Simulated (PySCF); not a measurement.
C2H6OS, charge +1, doublet, at a GFN2-xTB geometry (a state made from the parent by changing its charge; the spin is typed, not shown lowest); MP2/aug-cc-pVDZ in PySCF.

The PySCF input:
```python
from pyscf import gto, scf, mp

mol = gto.Mole()
mol.atom = '''
    C    -1.309560    0.641654   -0.781884
    S     0.005058   -0.416698   -0.079591
    C     1.544921    0.562567   -0.186408
    O    -0.289887   -0.665127    1.301266
    H    -2.257560    0.110577   -0.726319
    H    -1.067453    0.860843   -1.816880
    H    -1.374494    1.551658   -0.186786
    H     1.414877    1.474374    0.395107
    H     2.362136   -0.017419    0.237400
    H     1.748490    0.782823   -1.229443
'''
mol.basis = 'aug-cc-pvdz'
mol.charge = 1
mol.spin = 1
mol.verbose = 4
mol.build()

mf = scf.UHF(mol)
mf.kernel()

pt = mp.MP2(mf)
pt.kernel()
print('E(MP2) = %.10f' % pt.e_tot)
```

### Question
What does PySCF print? Leave out banner, timings and long lists.

### Answer

```
PySCF version 2.14.0

[INPUT] verbose = 4
[INPUT] num. atoms = 10
[INPUT] num. electrons = 41
[INPUT] charge = 1
[INPUT] spin (= nelec alpha-beta = 2S) = 1
[INPUT] symmetry False subgroup None
[INPUT] Mole.unit = angstrom
[INPUT] Symbol           X                Y                Z      unit          X                Y                Z       unit  Magmom
[INPUT]  1 C     -1.309560000000   0.641654000000  -0.781884000000 AA   -2.474709743685   1.212550326732  -1.477546621179 Bohr   0.0
[INPUT]  2 S      0.005058000000  -0.416698000000  -0.079591000000 AA    0.009558234738  -0.787445096654  -0.150405191980 Bohr   0.0
[INPUT]  3 C      1.544921000000   0.562567000000  -0.186408000000 AA    2.919477574089   1.063097556718  -0.352260067428 Bohr   0.0
[INPUT]  4 O     -0.289887000000  -0.665127000000   1.301266000000 AA   -0.547807037072  -1.256907868054   2.459036355208 Bohr   0.0
[INPUT]  5 H     -2.257560000000   0.110577000000  -0.726319000000 AA   -4.266170109773   0.208960245676  -1.372543989068 Bohr   0.0
[INPUT]  6 H     -1.067453000000   0.860843000000  -1.816880000000 AA   -2.017193820845   1.626757506249  -3.433405601200 Bohr   0.0
[INPUT]  7 H     -1.374494000000   1.551658000000  -0.186786000000 AA   -2.597417219858   2.932208658990  -0.352974383903 Bohr   0.0
[INPUT]  8 H      1.414877000000   1.474374000000   0.395107000000 AA    2.673730029946   2.786163065179   0.746644019899 Bohr   0.0
[INPUT]  9 H      2.362136000000  -0.017419000000   0.237400000000 AA    4.463790108976  -0.032917139364   0.448620981972 Bohr   0.0
[INPUT] 10 H      1.748490000000   0.782823000000  -1.229443000000 AA    3.304167231541   1.479321074010  -2.323310555764 Bohr   0.0

nuclear repulsion = 184.103271554287
number of shells = 62
number of NR pGTOs = 221
number of NR cGTOs = 150
basis = aug-cc-pvdz
ecp = {}

******** <class 'pyscf.scf.uhf.UHF'> ********
method = UHF
initial guess = minao
damping factor = 0
level_shift factor = 0
DIIS = <class 'pyscf.scf.diis.CDIIS'>
diis_start_cycle = 1
diis_space = 8
diis_damp = 0
SCF conv_tol = 1e-09
SCF conv_tol_grad = None
SCF max_cycles = 50
direct_scf = True
direct_scf_tol = 1e-13
number electrons alpha = 21  beta = 20
Set gradient conv threshold to 3.16228e-05
init E= -552.325093560615

cycle= 1 E= -551.094855508065  delta_E= 1.23  |g|= 0.555  |ddm|= 2.64
cycle= 2 E= -551.197750069744  delta_E= -0.103  |g|= 0.45  |ddm|= 0.892
cycle= 3 E= -551.280309489991  delta_E= -0.0826  |g|= 0.0781  |ddm|= 0.399
cycle= 4 E= -551.286946197781  delta_E= -0.00664  |g|= 0.0426  |ddm|= 0.146
cycle= 5 E= -551.29029988594  delta_E= -0.00335  |g|= 0.029  |ddm|= 0.0866
cycle= 6 E= -551.293706686397  delta_E= -0.00341  |g|= 0.0205  |ddm|= 0.114
cycle= 7 E= -551.295946595889  delta_E= -0.00224  |g|= 0.00896  |ddm|= 0.137
cycle= 8 E= -551.296371422502  delta_E= -0.000425  |g|= 0.00411  |ddm|= 0.0634
cycle= 9 E= -551.296451059426  delta_E= -7.96e-05  |g|= 0.00208  |ddm|= 0.0269
cycle= 10 E= -551.296466683457  delta_E= -1.56e-05  |g|= 0.00121  |ddm|= 0.00889
cycle= 11 E= -551.296471876994  delta_E= -5.19e-06  |g|= 0.00062  |ddm|= 0.00522
cycle= 12 E= -551.296473292128  delta_E= -1.42e-06  |g|= 0.000293  |ddm|= 0.00274
cycle= 13 E= -551.296473553921  delta_E= -2.62e-07  |g|= 0.000149  |ddm|= 0.0015
cycle= 14 E= -551.296473581372  delta_E= -2.75e-08  |g|= 9.66e-05  |ddm|= 0.000855
cycle= 15 E= -551.296473598559  delta_E= -1.72e-08  |g|= 2.95e-05  |ddm|= 0.000372
cycle= 16 E= -551.296473600753  delta_E= -2.19e-09  |g|= 1.18e-05  |ddm|= 0.000113
cycle= 17 E= -551.296473601083  delta_E= -3.3e-10  |g|= 5.19e-06  |ddm|= 4.96e-05
Extra cycle  E= -551.296473601123  delta_E= -4.06e-11  |g|= 3.55e-06  |ddm|= 1.09e-05
converged SCF energy = -551.296473601123  <S^2> = 0.782385  2S+1 = 2.032127

******** <class 'pyscf.mp.ump2.UMP2'> ********
nocc = (np.int64(21), np.int64(20)), nmo = (150, 150)
E(UMP2) = -551.915690630504  E_corr = -0.619217029380859
E(SCS-UMP2) = -551.907437828298  E_corr = -0.610964227175179
E_corr(same-spin) = -0.152418701632905
E_corr(oppo-spin) = -0.466798327747954
E(MP2) = -551.9156906305
```
